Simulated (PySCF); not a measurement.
SMILES [SiH3]c1cccc(O)c1 (C6H8OSi), GFN2-xTB optimised geometry.

```
16

O     -1.08     3.16     0.00
C     -0.45     1.95     0.00
C      0.94     1.93     0.00
C      1.60     0.72     0.00
C      0.89    -0.47     0.00
C     -0.50    -0.47     0.00
Si    -1.48    -2.08     0.03
C     -1.16     0.76     0.00
H     -2.03     3.03     0.00
H      1.47     2.87     0.00
H      2.68     0.70     0.00
H      1.42    -1.41     0.00
H     -1.89    -2.37     1.41
H     -2.68    -1.92    -0.80
H     -0.65    -3.16    -0.49
H     -2.24     0.78     0.00
```

Density from PBE/def2-TZVP in PySCF 2.14.0 at that geometry.

Minimum of the electron density along straight lines between bonded atoms, close to the bond critical point (lines longer than 1.1 times the sum of covalent radii, or with two minima, are not listed):

```
bond     length / Å  ρ at the minimum / e bohr⁻³  ∇²ρ there / e bohr⁻⁵  position (fraction from the first atom)
-------  ----------  ---------------------------  --------------------  ---------------------------------------
O1–C2         1.363                        0.292                 -0.60                                     0.65
C2–C3         1.391                        0.317                 -0.92                                     0.52
C3–C4         1.381                        0.319                 -0.91                                     0.50
C4–C5         1.384                        0.318                 -0.91                                     0.50
C5–C6         1.391                        0.312                 -0.87                                     0.50
C6–Si7        1.887                        0.118                  0.17                                     0.61
C2–C8         1.388                        0.319                 -0.91                                     0.52
C6–C8         1.391                        0.311                 -0.87                                     0.50
O1–H9         0.965                        0.360                 -2.41                                     0.80
C3–H10        1.078                        0.285                 -1.00                                     0.65
C4–H11        1.080                        0.285                 -1.00                                     0.64
C5–H12        1.080                        0.285                 -0.99                                     0.64
Si7–H13       1.466                        0.123                  0.17                                     0.50
Si7–H14       1.466                        0.123                  0.18                                     0.50
Si7–H15       1.463                        0.124                  0.17                                     0.50
C8–H16        1.084                        0.280                 -0.96                                     0.64
```
